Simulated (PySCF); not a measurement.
ClH₂NSi₂, H₃NOSi₂, H₃N₂OSi, FHNOSi and others (calculated)

Calculation on a computer-drawn molecule: optimised geometry and harmonic frequencies of an isolated molecule of the commonest isotopes, restricted reference for singlets and unrestricted otherwise, frozen core in MP2. Program: PySCF 2.14.0.

```json
{"entry": 1, "formula": "ClH2NSi2", "start_structure": {"atoms_angstrom": [["N", -0.8455, -1.7387, 1.1217], ["Si", -0.9306, -0.0623, 1.2224], ["Si", -1.7757, 1.6614, -0.0253], ["Cl", -3.8043, 1.2344, -0.1436], ["H", -0.3688, -2.3242, 1.76], ["H", -0.2641, 0.6948, 2.3126]]}, "given": {"charge": 0, "multiplicity": 1, "method": "HF", "basis": "cc-pV(D+d)Z", "drawn_bonds_atom": [1, 2, 3, 1, 2], "drawn_bonds_other_atom": [2, 3, 4, 5, 6], "drawn_bonds_order": [2, 1, 1, 1, 1]}, "results": {"optimised_atom_element": ["N", "Si", "Si", "Cl", "H", "H"], "optimised_atom_x [angstrom]": [-0.5324, -1.119, -2.522, -3.009, 0.07364, -0.88], "optimised_atom_y [angstrom]": [-1.683, -0.229, 0.4876, 2.387, -2.153, 0.6549], "optimised_atom_z [angstrom]": [1.066, 1.29, -0.5332, 0.2462, 1.717, 2.462], "modes_frequency [cm^-1]": [22.43, 111.5, 211.6, 436.8, 461.2, 504.6, 665.8, 802.5, 880.4, 1185, 2275, 3803], "modes_reduced_mass [dalton]": [5.185, 6.544, 10.79, 1.178, 9.392, 26.42, 1.118, 1.174, 1.245, 7.449, 1.044, 1.079], "rotational_constants [GHz]": [10.59, 1.56, 1.359], "total_energy [hartree]": -1092.9529, "convergence_status_largest_gradient_component [hartree/bohr]": 1.125e-06}}
{"entry": 2, "formula": "ClH2NSi2", "start_structure": {"atoms_angstrom": [["N", -0.5324, -1.6827, 1.0664], ["Si", -1.1194, -0.229, 1.2901], ["Si", -2.5222, 0.4876, -0.5332], ["Cl", -3.0087, 2.3874, 0.2462], ["H", 0.0736, -2.1527, 1.7168], ["H", -0.88, 0.6549, 2.4616]]}, "given": {"charge": 0, "multiplicity": 1, "method": "MP2", "basis": "cc-pV(D+d)Z", "drawn_bonds_atom": [1, 2, 3, 1, 2], "drawn_bonds_other_atom": [2, 3, 4, 5, 6], "drawn_bonds_order": [2, 1, 1, 1, 1]}, "results": {"optimised_atom_element": ["N", "Si", "Si", "Cl", "H", "H"], "optimised_atom_x [angstrom]": [-0.5442, -1.127, -2.515, -3.002, 0.07167, -0.8726], "optimised_atom_y [angstrom]": [-1.713, -0.2068, 0.4789, 2.372, -2.133, 0.6678], "optimised_atom_z [angstrom]": [1.02, 1.296, -0.5289, 0.2448, 1.73, 2.485], "modes_frequency [cm^-1]": [42.15, 90.83, 196.6, 388.6, 447.2, 517.3, 665.5, 749.6, 818.6, 1009, 2192, 3518], "modes_reduced_mass [dalton]": [5.793, 6.288, 11.59, 1.163, 10.33, 26.03, 1.1, 1.165, 1.365, 5.038, 1.044, 1.077], "rotational_constants [GHz]": [10.45, 1.578, 1.371], "total_energy [hartree]": -1093.4309, "convergence_status_largest_gradient_component [hartree/bohr]": 3.218e-05}}
{"entry": 3, "formula": "H3NOSi2", "start_structure": {"atoms_angstrom": [["N", -1.2755, 0.2374, -0.5667], ["Si", -1.2025, -1.1889, 0.2243], ["Si", 0.9088, -1.7464, -0.5671], ["O", 1.331, -3.1548, 0.0203], ["H", -2.1372, 0.8946, -0.5313], ["H", -2.2325, -1.7809, 1.1299], ["H", 0.9315, -3.8235, 0.6726]]}, "given": {"charge": 0, "multiplicity": 1, "method": "HF", "basis": "cc-pV(D+d)Z", "drawn_bonds_atom": [1, 2, 3, 1, 2, 4], "drawn_bonds_other_atom": [2, 3, 4, 5, 6, 7], "drawn_bonds_order": [2, 1, 1, 1, 1, 1]}, "results": {"optimised_atom_element": ["N", "Si", "Si", "O", "H", "H", "H"], "optimised_atom_x [angstrom]": [-1.467, -1.009, 1.197, 1.238, -2.349, -1.829, 0.5427], "optimised_atom_y [angstrom]": [0.3477, -1.05, -1.859, -3.289, 0.7788, -1.885, -3.606], "optimised_atom_z [angstrom]": [-0.5498, 0.04111, -0.6539, 0.1714, -0.3361, 0.9792, 0.73], "modes_frequency [cm^-1]": [54.67, 104.8, 249.1, 407.6, 440.8, 553.2, 660.4, 804.7, 845.6, 892.1, 911.2, 1187, 2195, 3802, 4144], "modes_reduced_mass [dalton]": [5.466, 4.738, 7.95, 1.155, 7.079, 1.163, 1.109, 1.162, 1.907, 1.261, 2.396, 7.294, 1.043, 1.078, 1.068], "rotational_constants [GHz]": [14.64, 2.202, 1.914], "total_energy [hartree]": -708.8870, "convergence_status_largest_gradient_component [hartree/bohr]": 1.68e-05}}
{"entry": 4, "formula": "H3NOSi2", "start_structure": {"atoms_angstrom": [["N", -1.4666, 0.3477, -0.5498], ["Si", -1.0086, -1.0495, 0.0411], ["Si", 1.1967, -1.8592, -0.6539], ["O", 1.2383, -3.2893, 0.1714], ["H", -2.3495, 0.7788, -0.3361], ["H", -1.8293, -1.885, 0.9792], ["H", 0.5427, -3.606, 0.73]]}, "given": {"charge": 0, "multiplicity": 1, "method": "MP2", "basis": "cc-pV(D+d)Z", "drawn_bonds_atom": [1, 2, 3, 1, 2, 4], "drawn_bonds_other_atom": [2, 3, 4, 5, 6, 7], "drawn_bonds_order": [2, 1, 1, 1, 1, 1]}, "results": {"optimised_atom_element": ["N", "Si", "Si", "O", "H", "H", "H"], "optimised_atom_x [angstrom]": [-1.447, -0.9778, 1.213, 1.226, -2.37, -1.778, 0.4575], "optimised_atom_y [angstrom]": [0.3805, -1.064, -1.855, -3.301, 0.738, -1.931, -3.529], "optimised_atom_z [angstrom]": [-0.5787, 0.03142, -0.6685, 0.1868, -0.298, 0.9758, 0.7331], "modes_frequency [cm^-1]": [66.64, 71.3, 235.8, 363.9, 429.3, 565.8, 654.9, 752.9, 806.1, 829.7, 884.0, 1021, 2117, 3522, 3819], "modes_reduced_mass [dalton]": [6.114, 4.798, 7.838, 1.149, 7.656, 1.148, 1.1, 1.148, 2.576, 1.553, 1.576, 4.764, 1.043, 1.077, 1.068], "rotational_constants [GHz]": [14.05, 2.215, 1.914], "total_energy [hartree]": -709.4206, "convergence_status_largest_gradient_component [hartree/bohr]": 2.981e-05}}
{"entry": 5, "formula": "H3N2OSi", "start_structure": {"atoms_angstrom": [["N", -1.0748, -1.6512, -0.3367], ["Si", 0.1655, -1.1613, -1.2522], ["N", -0.1372, -0.5723, -2.8841], ["O", 1.6853, -1.175, -0.8306], ["H", -1.9685, -1.53, -0.828], ["H", 0.6788, -0.5555, -3.4854], ["H", -0.8708, -0.9133, -3.2778]]}, "given": {"charge": -1, "multiplicity": 1, "method": "HF", "basis": "aug-cc-pV(D+d)Z", "drawn_bonds_atom": [1, 2, 2, 1, 3, 3], "drawn_bonds_other_atom": [2, 3, 4, 5, 6, 7], "drawn_bonds_order": [2, 1, 1, 1, 1, 1]}, "results": {"optimised_atom_element": ["N", "Si", "N", "O", "H", "H", "H"], "optimised_atom_x [angstrom]": [-1.098, 0.2046, -0.0666, 1.691, -1.982, 0.6892, -0.9592], "optimised_atom_y [angstrom]": [-1.6, -1.2, -0.7772, -1.12, -1.576, -0.5207, -0.7649], "optimised_atom_z [angstrom]": [-0.3443, -1.218, -2.875, -0.8482, -0.8229, -3.471, -3.316], "modes_frequency [cm^-1]": [62.59, 311.4, 396.5, 414.9, 439.0, 534.2, 757.6, 812.4, 886.2, 1016, 1274, 1682, 3751, 3810, 3926], "modes_reduced_mass [dalton]": [1.205, 2.818, 5.904, 1.049, 10.9, 1.124, 1.765, 2.182, 1.532, 9.681, 11.77, 1.13, 1.075, 1.048, 1.099], "rotational_constants [GHz]": [8.028, 7.316, 3.828], "total_energy [hartree]": -474.5514, "convergence_status_largest_gradient_component [hartree/bohr]": 1.185e-05}}
{"entry": 6, "formula": "FHNOSi", "start_structure": {"atoms_angstrom": [["N", 0.4399, -1.1138, -0.7064], ["Si", 1.2821, -0.0328, 0.3239], ["O", 1.5735, -0.0087, 1.7394], ["F", 1.762, 1.3983, -0.442], ["H", 0.4198, -0.8047, -1.6834]]}, "given": {"charge": -1, "multiplicity": 1, "method": "HF", "basis": "aug-cc-pV(D+d)Z", "drawn_bonds_atom": [1, 2, 2, 1], "drawn_bonds_other_atom": [2, 3, 4, 5], "drawn_bonds_order": [2, 1, 1, 1]}, "results": {"optimised_atom_element": ["N", "Si", "O", "F", "H"], "optimised_atom_x [angstrom]": [0.4968, 1.238, 1.578, 1.741, 0.4234], "optimised_atom_y [angstrom]": [-1.071, -0.02522, -0.02499, 1.336, -0.7767], "optimised_atom_z [angstrom]": [-0.6942, 0.2805, 1.766, -0.4693, -1.652], "modes_frequency [cm^-1]": [355.9, 403.3, 438.9, 544.3, 767.6, 862.2, 1025, 1300, 3767], "modes_reduced_mass [dalton]": [4.891, 13.81, 21.23, 1.098, 8.39, 1.396, 11.63, 13.61, 1.075], "rotational_constants [GHz]": [8.438, 7.518, 3.976], "total_energy [hartree]": -518.4203, "convergence_status_largest_gradient_component [hartree/bohr]": 2.457e-05}}
{"entry": 7, "formula": "FHNOSi", "start_structure": {"atoms_angstrom": [["N", 0.4969, -1.0711, -0.6942], ["Si", 1.238, -0.0252, 0.2805], ["O", 1.5784, -0.025, 1.7664], ["F", 1.7407, 1.3363, -0.4693], ["H", 0.4234, -0.7767, -1.6519]]}, "given": {"charge": -1, "multiplicity": 1, "method": "MP2", "basis": "aug-cc-pV(D+d)Z", "drawn_bonds_atom": [1, 2, 2, 1], "drawn_bonds_other_atom": [2, 3, 4, 5], "drawn_bonds_order": [2, 1, 1, 1]}, "results": {"optimised_atom_element": ["N", "Si", "O", "F", "H"], "optimised_atom_x [angstrom]": [0.4744, 1.238, 1.586, 1.752, 0.4263], "optimised_atom_y [angstrom]": [-1.113, -0.02564, -0.03039, 1.372, -0.7644], "optimised_atom_z [angstrom]": [-0.7009, 0.2814, 1.812, -0.4951, -1.666], "modes_frequency [cm^-1]": [315.9, 353.3, 367.4, 496.7, 681.9, 820.4, 915.2, 1165, 3506], "modes_reduced_mass [dalton]": [5.23, 14.86, 19.37, 1.1, 11.51, 1.338, 10.36, 11.97, 1.074], "rotational_constants [GHz]": [7.904, 7.189, 3.765], "total_energy [hartree]": -519.1161, "convergence_status_largest_gradient_component [hartree/bohr]": 2.944e-05}}
{"entry": 8, "formula": "BClH4NSi", "start_structure": {"atoms_angstrom": [["N", 0.8191, 0.2301, 1.3253], ["B", 1.1972, -0.4155, 0.1429], ["Si", 1.5621, 0.3192, -1.5892], ["Cl", 1.2604, -2.1921, 0.2641], ["H", 0.7206, 1.1881, 1.3486], ["H", 0.7375, -0.2053, 2.1779], ["H", 1.8638, -0.2578, -2.7564], ["H", 1.5243, 1.8352, -1.7294]]}, "given": {"charge": 0, "multiplicity": 2, "method": "HF", "basis": "cc-pV(D+d)Z", "drawn_bonds_atom": [1, 2, 2, 1, 1, 3, 3], "drawn_bonds_other_atom": [2, 3, 4, 5, 6, 7, 8], "drawn_bonds_order": [1, 1, 1, 1, 1, 1, 1]}, "results": {"optimised_atom_element": ["N", "B", "Si", "Cl", "H", "H", "H", "H"], "optimised_atom_x [angstrom]": [0.8779, 1.111, 1.231, 1.24, 0.802, 0.7802, 2.137, 1.507], "optimised_atom_y [angstrom]": [0.2419, -0.4689, 0.3898, -2.259, 1.237, -0.1992, -0.2892, 1.849], "optimised_atom_z [angstrom]": [1.299, 0.1333, -1.698, 0.258, 1.321, 2.192, -2.65, -1.671], "modes_frequency [cm^-1]": [149.3, 178.0, 311.0, 380.7, 498.2, 547.4, 608.1, 621.4, 634.1, 794.8, 1000, 1136, 1394, 1744, 2284, 2319, 3803, 3913], "modes_reduced_mass [dalton]": [1.064, 4.447, 3.92, 2.234, 5.671, 1.226, 1.601, 1.286, 1.088, 2.514, 1.064, 1.998, 4.275, 1.238, 1.038, 1.045, 1.051, 1.099], "rotational_constants [GHz]": [6.212, 2.76, 1.92], "total_energy [hartree]": -829.9622, "spin_squared": 0.76, "convergence_status_largest_gradient_component [hartree/bohr]": 1.276e-05}}
```
